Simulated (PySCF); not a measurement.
input.py for GeN²⁺

File input.py (PySCF 2.14):

```python
from pyscf import gto, scf

mol = gto.M(
    atom='Ge 0 0 0; N 0 0 2.087',
    basis='aug-cc-pvdz',
    charge=2,
    spin=1,
    verbose=4,
)
mf = scf.UHF(mol)
mf.kernel()
mf.analyze()
print('orbital energies (hartree):', [e[max(0, n-3):n+3].round(4) for e, n in zip(mf.mo_energy, mol.nelec)])
```

```bash
$ OMP_NUM_THREADS=1 python input.py
```

The log (some set-up lines and the per-cycle HOMO/LUMO lines with their warnings removed):

```
PySCF version 2.14.0

[INPUT] Symbol           X                Y                Z      unit          X                Y                Z       unit  Magmom
[INPUT]  1 Ge     0.000000000000   0.000000000000   0.000000000000 AA    0.000000000000   0.000000000000   0.000000000000 Bohr   0.0
[INPUT]  2 N      0.000000000000   0.000000000000   2.087000000000 AA    0.000000000000   0.000000000000   3.943858421967 Bohr   0.0

nuclear repulsion = 56.7971706976905
number of shells = 17
number of NR pGTOs = 121
number of NR cGTOs = 59
basis = aug-cc-pvdz
ecp = {}

******** <class 'pyscf.scf.uhf.UHF'> ********
method = UHF
initial guess = minao
damping factor = 0
level_shift factor = 0
DIIS = <class 'pyscf.scf.diis.CDIIS'>
SCF conv_tol = 1e-09
SCF max_cycles = 50
number electrons alpha = 19  beta = 18
init E= -2128.45776130856

cycle= 1 E= -2128.55955394027  delta_E= -0.102  |g|= 0.499  |ddm|= 0.99
cycle= 2 E= -2128.7470718667  delta_E= -0.188  |g|= 0.168  |ddm|= 0.697
cycle= 3 E= -2128.76290768067  delta_E= -0.0158  |g|= 0.0352  |ddm|= 0.189
cycle= 4 E= -2128.76464041388  delta_E= -0.00173  |g|= 0.0117  |ddm|= 0.0625
cycle= 5 E= -2128.76487833314  delta_E= -0.000238  |g|= 0.00551  |ddm|= 0.021
cycle= 6 E= -2128.76495305205  delta_E= -7.47e-05  |g|= 0.00262  |ddm|= 0.0151
cycle= 7 E= -2128.76497816752  delta_E= -2.51e-05  |g|= 0.00145  |ddm|= 0.0102
cycle= 8 E= -2128.7649893819  delta_E= -1.12e-05  |g|= 0.000452  |ddm|= 0.00979
cycle= 9 E= -2128.76499037445  delta_E= -9.93e-07  |g|= 9.82e-05  |ddm|= 0.00335
cycle= 10 E= -2128.76499040274  delta_E= -2.83e-08  |g|= 3.67e-05  |ddm|= 0.000388
cycle= 11 E= -2128.76499040688  delta_E= -4.15e-09  |g|= 5.75e-06  |ddm|= 0.000165
cycle= 12 E= -2128.76499040697  delta_E= -8.32e-11  |g|= 1e-06  |ddm|= 2.46e-05
Extra cycle  E= -2128.76499040697  delta_E= -2.27e-12  |g|= 4.27e-07  |ddm|= 1.42e-06
converged SCF energy = -2128.76499040697  <S^2> = 0.76098477  2S+1 = 2.0109548
**** SCF Summaries ****
Total Energy =                       -2128.764990406968991
Nuclear Repulsion Energy =              56.797170697690461
One-electron Energy =                -3056.952368997091071
Two-electron Energy =                  871.390207892431590
Two-electron Coulomb Energy =          954.819010468995430
DFT Exchange-Correlation Energy =      -83.428802576563839
**** MO energy ****
                             alpha | beta                alpha | beta
[8 lines left out]
MO #9   energy= -5.8331640793      | -5.83283781455777  occ= 1 | 1
MO #10  energy= -5.82953611215321  | -5.83091749397757  occ= 1 | 1
MO #11  energy= -2.30031527623984  | -2.30016998351079  occ= 1 | 1
MO #12  energy= -2.30030343723261  | -2.3001568997493   occ= 1 | 1
MO #13  energy= -2.29765633320911  | -2.29815058197778  occ= 1 | 1
MO #14  energy= -2.29637714678887  | -2.29669969396871  occ= 1 | 1
MO #15  energy= -2.2963203207086   | -2.29625446110521  occ= 1 | 1
MO #16  energy= -1.6621638494853   | -1.51605892326875  occ= 1 | 1
MO #17  energy= -1.17988119626028  | -1.15388406729719  occ= 1 | 1
MO #18  energy= -1.14629987971169  | -0.963796967620872 occ= 1 | 1
MO #19  energy= -0.989724820013147 | -0.560114648256662 occ= 1 | 0
MO #20  energy= -0.576542404217385 | -0.52997493699197  occ= 0 | 0
MO #21  energy= -0.495121362725031 | -0.449307812426542 occ= 0 | 0
MO #22  energy= -0.461153685963086 | -0.406443666881863 occ= 0 | 0
[37 lines left out]

To work with the spin densities directly, `use mulliken_meta_spin()` only printing them here.

 ** Mulliken spin pop alpha/beta on meta-lowdin orthogonal AOs **
 ** Mulliken Spin Density (per AO)  **
 ** Mulliken Spin Density (per atom)  **
spin density of  0 Ge =     -0.03801
spin density of  1 N =      1.03801
 ** Mulliken pop alpha/beta on meta-lowdin orthogonal AOs **
 ** Mulliken pop       alpha | beta **
pop of  0 Ge 1s        1.00000 | 1.00000
pop of  0 Ge 2s        1.00000 | 1.00000
pop of  0 Ge 3s        0.99988 | 0.99988
pop of  0 Ge 4s        0.97890 | 0.96907
pop of  0 Ge 5s        0.00436 | 0.00459
pop of  0 Ge 6s        0.00015 | 0.00013
pop of  0 Ge 2px       1.00000 | 1.00000
pop of  0 Ge 2py       1.00000 | 1.00000
pop of  0 Ge 2pz       1.00000 | 1.00000
pop of  0 Ge 3px       0.99997 | 0.99997
pop of  0 Ge 3py       0.99997 | 0.99997
pop of  0 Ge 3pz       0.99998 | 0.99998
[47 lines left out]
In total            19.00000 | 18.00000
 ** Mulliken atomic charges   ( Nelec_alpha | Nelec_beta ) **
charge of  0Ge =      1.60441  (    15.17879     15.21680 )
charge of  1N =      0.39559  (     3.82121      2.78320 )

WARN: System has nonzero charge 2; the dipole moment is origin-dependent.
Location of origin: [0. 0. 0.]

Dipole moment(X, Y, Z, Debye): -0.00000, -0.00000,  4.73498
orbital energies (hartree): [array([-1.1799, -1.1463, -0.9897, -0.5765, -0.4951, -0.4612]), array([-1.5161, -1.1539, -0.9638, -0.5601, -0.53  , -0.4493])]
```

In short: E(SCF) = -2128.764990 Eh, 12 cycles, ⟨S²⟩ = 0.761.

Hardware: Arm Neoverse V2, 1 thread, shared host. Wall time 1.1 s.

The bond length is a typed value, not an optimised one. The dipole of an ion depends on the origin. No search for the lowest solution was made.
